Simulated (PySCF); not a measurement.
## Calculated data, CH$_{3}$B$_{2}$

All values are calculated (PySCF 2.14.0). Calculation on a computer-drawn molecule: vertical ionisation energy to the stated ion spin, frozen-core CCSD(T) at the basis limit and cheaper methods, single-reference cases, UHF for radicals, no spin-orbit; all values are single points at the evaluated structure, the first of each entry, which is the reference or a displaced copy of it and isn't optimised; the reference structure only sets the zero of the energies above reference; triples share is (T) over the correlation energy.

Common to all runs: charge 1; multiplicity 1; ion multiplicity 2; diffuse functions no; basis cc-pVnZ; reference is the Hartree-Fock double-zeta minimum; best is HF at quadruple zeta + MP2 correlation extrapolated from triple and quadruple zeta + CCSD(T) minus MP2 at triple zeta; basis step is the size of the change from the same recipe one zeta lower.

(1) CH$_{3}$B$_{2}$

Evaluated structure:
```xyz
6
CH3B2
B     -1.8624    -0.8049     1.2512
C     -1.9688     0.5163     0.9016
B     -1.4751     1.1232    -0.3851
H     -1.7263    -1.9664     1.5639
H     -2.5559     1.1585     1.5407
H     -1.1726     1.5865    -1.3265
```

Reference structure:
```xyz
6
CH3B2
B     -1.8551    -0.8017     1.2507
C     -2.0197     0.5595     0.8817
B     -1.5245     1.1265    -0.3221
H     -1.7170    -1.9262     1.5511
H     -2.5638     1.2144     1.5703
H     -1.1141     1.5906    -1.3171
```

- ionisation energy best: 16.95 eV
- ionisation energy basis step: 0.01773 eV
- energy above reference best: 7.655 kcal/mol
- energy above reference basis step: 0.1469 kcal/mol
- ionisation energy Koopmans at triple zeta: 16.47 eV
- ionisation energy EOM CCSD at triple zeta: 16.79 eV
- total energy HF triple zeta: -88.6615 hartree
- total energy CCSD(T) triple zeta: -89.0108 hartree
- total energy best: -89.0509 hartree
- T1 diagnostic at triple zeta: 0.0155
- D1 diagnostic at triple zeta: 0.03548
- ion T1 diagnostic at triple zeta: 0.0112
- ion D1 diagnostic at triple zeta: 0.02794
- ion spin squared at triple zeta: 0.7556
- triples share at triple zeta: 0.0439
- basis functions triple zeta: 132

Drawn bonds:
```tsv
atom	other atom	order
1	2	2
2	3	1
1	4	1
2	5	1
3	6	1
```

Triple zeta:
```tsv
method	ionisation energy (eV)	energy above reference (kcal/mol)
HF	15.17	7.572
PBE	17.11	7.82
r2SCAN	16.91	7.814
B3LYP	16.96	7.606
wB97X	16.72	7.858
MP2	16.87	7.69
CCSD	16.66	7.621
CCSD(T)	16.84	7.583
```

(2) CH$_{3}$B$_{2}$

Evaluated structure:
```xyz
6
CH3B2
B     -1.8494    -0.8505     1.3259
C     -2.0300     0.6134     0.8862
B     -1.5929     1.0979    -0.2885
H     -1.7754    -1.8786     1.5682
H     -2.8195     1.3482     1.7596
H     -1.0329     1.6180    -1.3688
```

Reference structure:
```xyz
6
CH3B2
B     -1.8551    -0.8017     1.2507
C     -2.0197     0.5595     0.8817
B     -1.5245     1.1265    -0.3221
H     -1.7170    -1.9262     1.5511
H     -2.5638     1.2144     1.5703
H     -1.1141     1.5906    -1.3171
```

- ionisation energy best: 16.77 eV
- ionisation energy basis step: 0.01533 eV
- energy above reference best: 39.41 kcal/mol
- energy above reference basis step: 0.05069 kcal/mol
- ionisation energy Koopmans at triple zeta: 16.43 eV
- ionisation energy EOM CCSD at triple zeta: 16.61 eV
- total energy HF triple zeta: -88.6038 hartree
- total energy CCSD(T) triple zeta: -88.9604 hartree
- total energy best: -89.0003 hartree
- T1 diagnostic at triple zeta: 0.01666
- D1 diagnostic at triple zeta: 0.03869
- ion T1 diagnostic at triple zeta: 0.01287
- ion D1 diagnostic at triple zeta: 0.03323
- ion spin squared at triple zeta: 0.7602
- triples share at triple zeta: 0.04701
- basis functions triple zeta: 132

Drawn bonds:
```tsv
atom	other atom	order
1	2	2
2	3	1
1	4	1
2	5	1
3	6	1
```

Triple zeta:
```tsv
method	ionisation energy (eV)	energy above reference (kcal/mol)
HF	14.98	43.79
PBE	16.89	36.85
r2SCAN	16.7	39.21
B3LYP	16.75	39.1
wB97X	16.52	40.69
MP2	16.69	40.45
CCSD	16.48	40.16
CCSD(T)	16.67	39.23
```

(3) CH$_{3}$B$_{2}$

Evaluated structure:
```xyz
6
CH3B2
B     -1.9604    -0.7620     1.3797
C     -1.9428     0.6168     0.8640
B     -1.4660     1.2806    -0.2492
H     -1.5915    -1.9205     1.6141
H     -2.5600     1.2959     1.5635
H     -1.1023     1.6472    -1.3489
```

Reference structure:
```xyz
6
CH3B2
B     -1.8551    -0.8017     1.2507
C     -2.0197     0.5595     0.8817
B     -1.5245     1.1265    -0.3221
H     -1.7170    -1.9262     1.5511
H     -2.5638     1.2144     1.5703
H     -1.1141     1.5906    -1.3171
```

- ionisation energy best: 16.85 eV
- ionisation energy basis step: 0.0157 eV
- energy above reference best: 10.97 kcal/mol
- energy above reference basis step: 0.08286 kcal/mol
- ionisation energy Koopmans at triple zeta: 16.42 eV
- ionisation energy EOM CCSD at triple zeta: 16.69 eV
- total energy HF triple zeta: -88.6528 hartree
- total energy CCSD(T) triple zeta: -89.0057 hartree
- total energy best: -89.0456 hartree
- T1 diagnostic at triple zeta: 0.01615
- D1 diagnostic at triple zeta: 0.03638
- ion T1 diagnostic at triple zeta: 0.01187
- ion D1 diagnostic at triple zeta: 0.0288
- ion spin squared at triple zeta: 0.7562
- triples share at triple zeta: 0.04542
- basis functions triple zeta: 132

Drawn bonds:
```tsv
atom	other atom	order
1	2	2
2	3	1
1	4	1
2	5	1
3	6	1
```

Triple zeta:
```tsv
method	ionisation energy (eV)	energy above reference (kcal/mol)
HF	15.06	13.09
PBE	17	9.332
r2SCAN	16.8	10.62
B3LYP	16.85	10.9
wB97X	16.61	11.2
MP2	16.78	11.27
CCSD	16.56	11.27
CCSD(T)	16.75	10.79
```

(4) CH$_{3}$B$_{2}$

Evaluated structure:
```xyz
6
CH3B2
B     -1.9604    -0.7620     1.3797
C     -1.9428     0.6168     0.8640
B     -1.4660     1.2806    -0.2492
H     -1.5915    -1.9205     1.6141
H     -2.5600     1.2959     1.5635
H     -1.1373     1.6119    -1.2430
```

Reference structure:
```xyz
6
CH3B2
B     -1.8551    -0.8017     1.2507
C     -2.0197     0.5595     0.8817
B     -1.5245     1.1265    -0.3221
H     -1.7170    -1.9262     1.5511
H     -2.5638     1.2144     1.5703
H     -1.1141     1.5906    -1.3171
```

* ionisation energy best: 16.88 eV
* ionisation energy basis step: 0.01538 eV
* energy above reference best: 12.2 kcal/mol
* energy above reference basis step: 0.1238 kcal/mol
* ionisation energy Koopmans at triple zeta: 16.41 eV
* ionisation energy EOM CCSD at triple zeta: 16.71 eV
* total energy HF triple zeta: -88.6515 hartree
* total energy CCSD(T) triple zeta: -89.0035 hartree
* total energy best: -89.0437 hartree
* T1 diagnostic at triple zeta: 0.01606
* D1 diagnostic at triple zeta: 0.03635
* ion T1 diagnostic at triple zeta: 0.01171
* ion D1 diagnostic at triple zeta: 0.02867
* ion spin squared at triple zeta: 0.7561
* triples share at triple zeta: 0.04514
* basis functions triple zeta: 132

Drawn bonds:
```tsv
atom	other atom	order
1	2	2
2	3	1
1	4	1
2	5	1
3	6	1
```

Triple zeta:
```tsv
method	ionisation energy (eV)	energy above reference (kcal/mol)
HF	15.08	13.85
PBE	17.03	11.16
r2SCAN	16.83	11.9
B3LYP	16.88	11.93
wB97X	16.64	12.58
MP2	16.8	12.38
CCSD	16.58	12.51
CCSD(T)	16.77	12.12
```

(5) CH$_{3}$B$_{2}$

Evaluated structure:
```xyz
6
CH3B2
B     -1.9604    -0.7620     1.3797
C     -1.9428     0.6168     0.8640
B     -1.4660     1.2806    -0.2492
H     -1.5915    -1.9205     1.6141
H     -2.5600     1.2959     1.5635
H     -1.0795     1.6701    -1.4177
```

Reference structure:
```xyz
6
CH3B2
B     -1.8551    -0.8017     1.2507
C     -2.0197     0.5595     0.8817
B     -1.5245     1.1265    -0.3221
H     -1.7170    -1.9262     1.5511
H     -2.5638     1.2144     1.5703
H     -1.1141     1.5906    -1.3171
```

- ionisation energy best: 16.84 eV
- ionisation energy basis step: 0.01591 eV
- energy above reference best: 14.18 kcal/mol
- energy above reference basis step: 0.07147 kcal/mol
- ionisation energy Koopmans at triple zeta: 16.42 eV
- ionisation energy EOM CCSD at triple zeta: 16.68 eV
- total energy HF triple zeta: -88.6469 hartree
- total energy CCSD(T) triple zeta: -89.0007 hartree
- total energy best: -89.0405 hartree
- T1 diagnostic at triple zeta: 0.01623
- D1 diagnostic at triple zeta: 0.03642
- ion T1 diagnostic at triple zeta: 0.01199
- ion D1 diagnostic at triple zeta: 0.0289
- ion spin squared at triple zeta: 0.7563
- triples share at triple zeta: 0.04563
- basis functions triple zeta: 132

Drawn bonds:
```tsv
atom	other atom	order
1	2	2
2	3	1
1	4	1
2	5	1
3	6	1
```

Triple zeta:
```tsv
method	ionisation energy (eV)	energy above reference (kcal/mol)
HF	15.04	16.78
PBE	16.98	12.13
r2SCAN	16.78	13.8
B3LYP	16.83	14.2
wB97X	16.6	14.38
MP2	16.77	14.64
CCSD	16.55	14.49
CCSD(T)	16.74	13.94
```

(6) CH$_{3}$B$_{2}$

Evaluated structure:
```xyz
6
CH3B2
B     -1.9604    -0.7620     1.3797
C     -1.9428     0.6168     0.8640
B     -1.4660     1.2806    -0.2492
H     -1.5915    -1.9205     1.6141
H     -2.5600     1.2959     1.5635
H     -1.0475     1.7024    -1.5145
```

Reference structure:
```xyz
6
CH3B2
B     -1.8551    -0.8017     1.2507
C     -2.0197     0.5595     0.8817
B     -1.5245     1.1265    -0.3221
H     -1.7170    -1.9262     1.5511
H     -2.5638     1.2144     1.5703
H     -1.1141     1.5906    -1.3171
```

- ionisation energy best: 16.82 eV
- ionisation energy basis step: 0.01599 eV
- energy above reference best: 21.88 kcal/mol
- energy above reference basis step: 0.08779 kcal/mol
- ionisation energy Koopmans at triple zeta: 16.42 eV
- ionisation energy EOM CCSD at triple zeta: 16.66 eV
- total energy HF triple zeta: -88.6332 hartree
- total energy CCSD(T) triple zeta: -88.9886 hartree
- total energy best: -89.0283 hartree
- T1 diagnostic at triple zeta: 0.01638
- D1 diagnostic at triple zeta: 0.0365
- ion T1 diagnostic at triple zeta: 0.01221
- ion D1 diagnostic at triple zeta: 0.02906
- ion spin squared at triple zeta: 0.7565
- triples share at triple zeta: 0.04595
- basis functions triple zeta: 132

Drawn bonds:
```tsv
atom	other atom	order
1	2	2
2	3	1
1	4	1
2	5	1
3	6	1
```

Triple zeta:
```tsv
method	ionisation energy (eV)	energy above reference (kcal/mol)
HF	15.02	25.38
PBE	16.95	19.24
r2SCAN	16.76	21.48
B3LYP	16.8	22
wB97X	16.57	22.16
MP2	16.74	22.63
CCSD	16.52	22.19
CCSD(T)	16.71	21.53
```

(7) CH$_{3}$B$_{2}$

Evaluated structure:
```xyz
6
CH3B2
B     -1.9604    -0.7620     1.3797
C     -1.9428     0.6168     0.8640
B     -1.4660     1.2806    -0.2492
H     -1.5915    -1.9205     1.6141
H     -2.5600     1.2959     1.5635
H     -1.0185     1.7317    -1.6023
```

Reference structure:
```xyz
6
CH3B2
B     -1.8551    -0.8017     1.2507
C     -2.0197     0.5595     0.8817
B     -1.5245     1.1265    -0.3221
H     -1.7170    -1.9262     1.5511
H     -2.5638     1.2144     1.5703
H     -1.1141     1.5906    -1.3171
```

- ionisation energy best: 16.79 eV
- ionisation energy basis step: 0.0158 eV
- energy above reference best: 30.69 kcal/mol
- energy above reference basis step: 0.1207 kcal/mol
- ionisation energy Koopmans at triple zeta: 16.42 eV
- ionisation energy EOM CCSD at triple zeta: 16.64 eV
- total energy HF triple zeta: -88.6174 hartree
- total energy CCSD(T) triple zeta: -88.9746 hartree
- total energy best: -89.0142 hartree
- T1 diagnostic at triple zeta: 0.01656
- D1 diagnostic at triple zeta: 0.03658
- ion T1 diagnostic at triple zeta: 0.01249
- ion D1 diagnostic at triple zeta: 0.02921
- ion spin squared at triple zeta: 0.7568
- triples share at triple zeta: 0.04627
- basis functions triple zeta: 132

Drawn bonds:
```tsv
atom	other atom	order
1	2	2
2	3	1
1	4	1
2	5	1
3	6	1
```

Triple zeta:
```tsv
method	ionisation energy (eV)	energy above reference (kcal/mol)
HF	15	35.25
PBE	16.92	27.57
r2SCAN	16.73	30.34
B3LYP	16.77	30.93
wB97X	16.55	31.23
MP2	16.72	31.83
CCSD	16.5	31.05
CCSD(T)	16.69	30.26
```

(8) CH$_{3}$B$_{2}$

Evaluated structure:
```xyz
6
CH3B2
B     -1.8832    -0.7846     1.2591
C     -1.9833     0.5204     0.9109
B     -1.5661     1.1196    -0.3312
H     -1.7762    -1.9380     1.6256
H     -2.5141     1.2113     1.5740
H     -1.1569     1.6089    -1.2824
```

Reference structure:
```xyz
6
CH3B2
B     -1.8551    -0.8017     1.2507
C     -2.0197     0.5595     0.8817
B     -1.5245     1.1265    -0.3221
H     -1.7170    -1.9262     1.5511
H     -2.5638     1.2144     1.5703
H     -1.1141     1.5906    -1.3171
```

* ionisation energy best: 17.24 eV
* ionisation energy basis step: 0.01887 eV
* energy above reference best: 3.322 kcal/mol
* energy above reference basis step: 0.1699 kcal/mol
* ionisation energy Koopmans at triple zeta: 16.8 eV
* ionisation energy EOM CCSD at triple zeta: 17.09 eV
* total energy HF triple zeta: -88.6681 hartree
* total energy CCSD(T) triple zeta: -89.0172 hartree
* total energy best: -89.0578 hartree
* T1 diagnostic at triple zeta: 0.01475
* D1 diagnostic at triple zeta: 0.032
* ion T1 diagnostic at triple zeta: 0.01084
* ion D1 diagnostic at triple zeta: 0.02521
* ion spin squared at triple zeta: 0.7554
* triples share at triple zeta: 0.04331
* basis functions triple zeta: 132

Drawn bonds:
```tsv
atom	other atom	order
1	2	2
2	3	1
1	4	1
2	5	1
3	6	1
```

Triple zeta:
```tsv
method	ionisation energy (eV)	energy above reference (kcal/mol)
HF	15.48	3.479
PBE	17.39	3.292
r2SCAN	17.2	3.133
B3LYP	17.24	3.088
wB97X	17.02	3.149
MP2	17.16	3.442
CCSD	16.96	3.469
CCSD(T)	17.14	3.564
```
